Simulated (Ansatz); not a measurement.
Cartesian coordinates in Å:
```
Sb -0.311 -0.539 -0.511
H 0.613 -0.631 0.927
H -0.302 1.170 -0.417
```

Charge 0, multiplicity 2. Sb: def2 effective core potential.

(1) List the ωB97M-V/def2-TZVPP orbital energies in eV (Ansatz). (Estimate.)

Answers

(1) The calculation gave: α occupied: -159.78, -111.29, -111.20, -111.09, -38.66, -38.62, -38.54, -38.53, -38.44, -18.69, -11.75, -10.27, -8.33. α empty: 1.54, 2.27, 4.44, 4.49, 4.62, 6.32, 6.78, 6.83. β occupied: -159.73, -111.18, -111.15, -111.08, -38.53, -38.51, -38.48, -38.40, -38.40, -17.84, -11.63, -9.96. β empty: -1.36, 1.59, 2.44, 4.46, 4.50, 4.93, 6.80, 6.99. ⟨S²⟩ = 0.754.
